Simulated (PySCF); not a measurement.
O2Ti, charge +1, doublet (typed; the unrestricted solution is spin-contaminated), geometry from GFN2-xTB (such geometries of metal compounds can be far from the true shape) (the multiplicity is a formal guess). Base run: PySCF with M062X/cc-pVTZ.

Here is a job for PySCF.
```python
from pyscf import gto, scf, dft

mol = gto.M(
    atom='''
Ti    0.301376    0.057665    0.361041
O     0.504710    0.081928   -1.289394
O    -1.333495   -0.240506    0.296531
''',
    basis='cc-pvtz',
    charge=1,
    spin=1,
    verbose=3,
)

mf = dft.UKS(mol)
mf.xc = 'm062x'
mf.kernel()
```

The base run was repeated with changes; each row names its change, and settings that it needs were set with it.

```tsv
change	ΔE vs base (mEh)	fitting functions	outcome
base	0.000	-	converged
auxbasis = autoaux	-0.004	814	converged
auxbasis = def2-universal-jkfit	0.025	418	converged
auxbasis = even-tempered beta=2.0	0.005	769	converged
only_dfj = on; auxbasis = def2-universal-jfit	-0.104	187	converged
auxbasis = cc-pvtz-jkfit	-	-	stopped with an error
auxbasis = default (with mf = mf.density_fit())	-	-	stopped with an error
auxbasis = cc-pvtz-ri	-	-	stopped with an error
auxbasis = cc-pvqz-jkfit	-	-	stopped with an error
auxbasis = def2-tzvp-ri	-7147.2	334	converged
```

A fitting set is made for a task (jfit for Coulomb, jkfit for Coulomb and exchange, ri for correlation) and for a family of orbital bases.

Open shells are given as the SCF converged; they aren't shown to be the lowest states, and a large step between rows can be another state.

- auxbasis = cc-pvtz-jkfit: ended with `pyscf.lib.exceptions.BasisNotFoundError: Basis set not found for Ti in cc-pvtz-jkfit`
- auxbasis = default (with mf = mf.density_fit()): ended with `pyscf.lib.exceptions.BasisNotFoundError: Basis set not found for Ti in cc-pvtz-jkfit`
- auxbasis = cc-pvtz-ri: ended with `pyscf.lib.exceptions.BasisNotFoundError: Basis set not found for Ti in cc-pvtz-ri`
